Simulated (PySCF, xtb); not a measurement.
BeFI, SMILES [F][Be][I].

Harmonic wavenumbers (cm⁻¹) from GFN2-xTB (xtb) at its own minimum, in rising order: 191, 191, 399, 1321.

**Question.** What does PySCF 2.14.0 with PBE-D3(BJ)/def2-TZVP give at its own minimum? (An estimate is asked for; the answer gives what the named calculation found.)

**Answer.** 251, 251, 354, 1305. Paired by order, the mean absolute difference is 45 cm⁻¹ and the zero-point energies are 3.0 and 3.1 kcal/mol.
